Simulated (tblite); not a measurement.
C6H11N3.
Structure used (GFN2-xTB), in Å, numbered top down from 1:
```
atom  x, y, z in Å
C1    -1.500    0.419   -1.072
C2    -0.702   -0.143    0.112
C3    -0.878   -1.665    0.170
C4    -1.174    0.495    1.417
C5     0.747    0.161   -0.104
N6     1.502    0.897    0.750
C7     2.684    0.919    0.193
N8     2.659    0.222   -0.958
N9     1.425   -0.263   -1.152
H10   -1.143   -0.018   -2.001
H11   -2.556    0.186   -0.954
H12   -1.386    1.499   -1.129
H13   -1.928   -1.914    0.301
H14   -0.316   -2.079    1.004
H15   -0.518   -2.116   -0.751
H16   -2.228    0.279    1.580
H17   -1.035    1.572    1.382
H18   -0.599    0.109    2.254
H19    3.552    1.409    0.581
H20    3.390    0.041   -1.628
```

Level: GFN2-xTB in tblite, geometry and Hessian alike; calculated harmonic values, unscaled, isolated species. Against measured fundamentals such values can be off by several per cent, at times by over 20. The optimisation stopped once no atom felt more than 0.01 eV/Å.

Lowest wavenumbers of the output (negative numbers stand for imaginary wavenumbers):
```
mode    cm-1
  1     -21.1
  2     141.1
  3     177.4
  4     181.4
  5     234.7
  6     246.9
  7     322.1
  8     326.8
  9     328.0
 10     433.7
 11     467.8
 12     582.8
 13     624.2
 14     642.0
 15     749.9
```

Q: Is this structure a minimum?

A: Not by this Hessian. 1 mode is imaginary beyond 20i (21i cm⁻¹), so at this level the point lies at or near a first-order saddle. The curvature is small, so loose convergence or finite differences may be the whole cause.

Q: Which atoms move in the imaginary mode?

A: 21i: N9 (pyridine-type nitrogen) 24 %, N6 (pyridine-type nitrogen) 23 %, C7 (aromatic CH next to a ring nitrogen) 10 %. These are shares of the mass-weighted motion.

Q: What is the remedy?

A: Step along that mode in both directions, optimise again with tighter thresholds and repeat the frequencies. The zero-point energy of this point (105.8 kcal/mol) counts the 53 real modes alone, and thermal corrections from it aren't those of a minimum.
